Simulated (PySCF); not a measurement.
C₄H₉NSi, SMILES C[Si@H](C=C=C)N.

Geometry: r2SCAN-D4/def2-SVP. The structure was generated by enumeration; whether it is a known compound was not checked. One conformer was computed; it need not be the lowest.

These are SMD-B3LYP/6-31G* (PySCF) values and carry that method's errors.

Solvation free energies are E(SMD) − E(gas) at the gas-phase geometry, for 1 M in both phases. In vacuum the dipole moment is 0.94 D.

### Question
Rank water, tetrahydrofuran, 1-octanol by solvation free energy, most negative first.

### Answer
tetrahydrofuran (-3.5 kcal/mol), 1-octanol (-3.0 kcal/mol), water (0.0 kcal/mol)
